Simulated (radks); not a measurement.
The scandium anion Sc- inside a hard spherical wall (all orbitals vanish at R), configuration held at [Ar] 3d2 4s2 and not refilled when levels cross. Method: scalar-relativistic Kohn-Sham, LDA (Slater exchange, VWN5 correlation), spin-polarised, spherical densities, finite nucleus; open shells are filled with parallel spins first; Fermi nuclear charge, rms radius 3.5459 fm; computed with a radial shooting solver on a logarithmic mesh with Libxc functionals. Eigenvalues in eV for spin up, with the zero of energy where the potential of the charges vanishes at infinity; a dash marks a level that is unbound or too diffuse for the functional's potential to be trusted. A positive occupied level is held by the wall or, in an anion where self-interaction has pushed it up, behind a barrier. The pressure on the wall is -dE/dV.

R (bohr)  E (hartree)  kinetic (hartree)    e(3s)    e(3p)   e(4s)  e(4p, empty)  e(5s, empty)   e(3d)  pressure (GPa)
20         -762.34236            767.662  -48.627  -27.582  -0.157             -             -   1.852         0.00328
12         -762.33381            767.676  -47.518  -26.489   0.479         2.498         4.053   2.774          0.0505
10         -762.32290            767.716  -46.844  -25.822   0.912         3.135         5.937   3.358           0.211
8          -762.28727            767.841  -45.440  -24.435   1.914         4.551        10.064   4.583            1.16
7          -762.24120            767.989  -44.157  -23.174   2.945         5.962        14.106   5.711            3.09
5          -761.92260            768.886  -39.004  -18.161   8.488        13.219        34.119  10.496            31.4
3.5        -760.67571            772.294  -29.662   -9.125  25.905        34.387        87.910  20.571             347
3          -759.33800            776.133  -23.280   -2.743  42.395        53.086        132.26  28.189            1000
2.5        -756.27910            784.906  -12.037    8.989  76.139        89.357        214.17  42.124            3500
1.5        -721.74908            869.983   76.544   102.89  361.45        369.77        801.24  139.28           99100
